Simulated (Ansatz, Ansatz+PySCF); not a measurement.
```xyz
5

O    -0.0379   -0.1681   -0.1223
H     0.6834   -0.1223   -0.7556
O     3.0343    0.2160    0.1228
H     3.2193   -0.6772   -0.1821
H     2.5175    0.0402    0.9296
```

Basis set: def2-SVP (spherical functions). Frozen core: 2 orbitals. Charge 0, multiplicity 2.

Computed with Ansatz (development build ahead of 0.2.0); each method stands on the lowest determinant of its kind that the runs found.

Task: Give the atomization energy at this shape (free ground-state atoms in the same class of orbitals less the molecule, no zero-point energy) of doublet H3O2 by UHF-MP2, UHF.

Result:

| method | atomization energy |
| --- | --- |
| UHF-MP2 | 315.57 kcal/mol |
| UHF | 221.58 kcal/mol |
